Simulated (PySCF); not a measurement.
CH₅GaO₂. Atoms are numbered in the order given.

```xyz
9

Ga    -0.3708     0.5687     0.0000
H     -1.6266     1.4927     0.0000
O      1.3670     1.0594     0.0000
H      1.4752     2.0278     0.0000
O     -0.5836    -1.2117     0.0000
C      0.4990    -2.1233     0.0000
H      0.4441    -2.7814     0.8971
H      0.4441    -2.7814    -0.8971
H      1.4973    -1.6303     0.0000
```
Charge 0, spin multiplicity 1.

The structure is a stationary point at PBE-D3(BJ)/def2-SVP. The values are those of a single conformer.

Level of theory: PBE/pcSseg-1 in PySCF.

GIAO shieldings, no solvent; atoms alike by connectivity are averaged. δ = σ(ref) − σ: ¹H against TMS (σ = 31.49 ppm); ¹⁷O against H2O (σ = 334.3 ppm); ¹³C against TMS (σ = 182.0 ppm), references at their B3LYP-D3(BJ)/def2-TZVP geometries, non-relativistic.

Task: Estimate the chemical shifts. (An estimate is asked for; the answer gives what the named calculation found.)

Result: 
```json
[
 {"nucleus": "¹H", "atoms": "H2", "count": "1", "δ (ppm)": "5.92"},
 {"nucleus": "¹H", "atoms": "H7, H8, H9", "count": "3", "δ (ppm)": "4.78"},
 {"nucleus": "¹H", "atoms": "H4", "count": "1", "δ (ppm)": "3.36"},
 {"nucleus": "¹⁷O", "atoms": "O5", "count": "1", "δ (ppm)": "108.5"},
 {"nucleus": "¹⁷O", "atoms": "O3", "count": "1", "δ (ppm)": "104.6"},
 {"nucleus": "¹³C", "atoms": "C6", "count": "1", "δ (ppm)": "63.4"}
]
```
